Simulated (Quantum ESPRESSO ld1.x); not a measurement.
Q: All-electron atom: V in [Ar] 3d3 4p2 (not the ground configuration). All-electron calculation, scalar-relativistic Kohn-Sham, BLYP, spin-unpolarised, spherical densities, point nucleus. Program: ld1.x of Quantum ESPRESSO 7.5. Some entries of the table are withheld. Estimate them.

orbital  occ.  eigenvalue (Ry)  <r^2> (bohr^2)
1s          2        -394.6444        0.005936
2s          2              (1)          0.1124
2p          6         -37.1857             (2)
3s          2          -5.3386           1.039
3p          6          -3.4187           1.218
3d          3          -0.5572             (3)
4p          2          -0.1823           21.35

A: 
(1) 2s eigenvalue (Ry): -44.4817
(2) 2p <r^2> (bohr^2): 0.09258
(3) 3d <r^2> (bohr^2): 2.584
